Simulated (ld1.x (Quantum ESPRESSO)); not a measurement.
How hard is this Rb TM potential?

```json
{
  "Element": "Rb",
  "Generator": "ld1.x (Quantum ESPRESSO) 7.5",
  "Type": "norm-conserving Troullier–Martins (Kleinman–Bylander form)",
  "Functional": "PBE",
  "Relativity": "scalar-relativistic",
  "Frozen core": "[Ar] 3d10",
  "Valence charge": "9",
  "Reference configuration": "4s2 4p6 5s1 5p0",
  "Partial waves": "4s (bound): rc 1.70 bohr; 4p (bound): rc 2.40 bohr; 4d channel at 0.15 Ry: rc 2.40 bohr; 4f channel at 0.3 Ry: rc 2.15 bohr",
  "Local potential": "all-electron potential smoothed inside 1.80 bohr (lloc = -1)",
  "Core correction": "none"
}
```

Occupied shells without a wave of their own: 5s. They enter only through the test configuration that unscreens the potential.

The pseudo-atom Hamiltonian at the reference potential is diagonalised in spherical Bessel functions j_l(qr) that vanish at 20 bohr, with q² up to the cutoff. All-electron valence levels (Ry): 4s -2.3441, 5s -0.1640, 4p -1.1733, 5p -0.0550.

Problem. How do the lowest levels (Ry) of each channel move with the cutoff, and are there ghosts?

Solution.

```csv
cutoff (Ry),s #1,s #2,s #3,p #1,p #2,d #1,f #1,f #2,Σ f·Δε (mRy)
8,-2.1805,-0.1573,0.0099,-1.1238,-0.0522,0.0066,0.0811,0.1984,633.0
12,-2.2554,-0.1605,0.0090,-1.1696,-0.0546,0.0044,0.0811,0.1983,205.4
18,-2.3233,-0.1643,0.0079,-1.1731,-0.0549,0.0036,0.0811,0.1983,44.7
25,-2.3356,-0.1650,0.0077,-1.1732,-0.0549,0.0035,0.0811,0.1983,18.3
35,-2.3372,-0.1652,0.0076,-1.1733,-0.0549,0.0035,0.0811,0.1983,14.5
45,-2.3417,-0.1656,0.0075,-1.1733,-0.0549,0.0035,0.0811,0.1983,5.1
55,-2.3437,-0.1658,0.0075,-1.1733,-0.0549,0.0035,0.0811,0.1983,0.9
70,-2.3438,-0.1658,0.0075,-1.1733,-0.0549,0.0035,0.0811,0.1983,0.7
400,-2.3441,-0.1658,0.0075,-1.1733,-0.0549,0.0035,0.0811,0.1983,0.0
```

Result: no extra level below or beside the all-electron valence levels (s, p, d, f tested); 10 mRy is reached at 40 Ry and 1 mRy at 55 Ry.
